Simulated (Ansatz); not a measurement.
Calculated with Ansatz (gas phase, PBE0-D4/def2-TZVP geometries, no zero-point term in ΔE). CBS: MP2 limit from def2 TZ/QZ plus the TZ coupled-cluster correction, frozen cores. This one scheme is used for every species. Functionals use def2-TZVPP. def2 core potentials past Kr. For Sn outer-core shells are correlated without core-valence functions, which leaves a few kJ/mol of doubt a bond. Each species was taken in one conformer, which may not be the lowest.

Reaction (formal hydrolysis of a C–S bond): `SC[CH2][SnH3]` + H₂O → `OC[CH2][SnH3]` + H₂S

(1) Is it downhill or uphill in electronic energy at CCSD(T)/CBS, and by how much? (Best estimate.)

(2) What do these levels give: PBE-D4, ωB97M-V, PBE, r2SCAN, MP2/CBS(def2), CCSD/CBS(def2)? (Estimate.)

Largest T1 diagnostic among the species: 0.012.

Answers

(1) Ansatz gave: Uphill: ΔE = +36.6 kJ/mol.

(2) Computed: PBE-D4 32.0, ωB97M-V 28.6, PBE 28.4, r2SCAN 28.2, MP2/CBS(def2) 45.3, CCSD/CBS(def2) 34.3 kJ/mol.

In def2-TZVPP, CCSD(T) changes the Hartree–Fock value by +12.8 kJ/mol (the triples alone add +2.4 kJ/mol) and MP2 by +21.4 kJ/mol. The D4 term adds +6.0 kJ/mol with B3LYP and +3.2 kJ/mol with PBE0; it sums over pairs of atoms, weighted by their polarisabilities, and B3LYP, whose exchange is more repulsive, gets the larger term.

B3LYP here is the variant with VWN-RPA as its local correlation; programs differ in this.
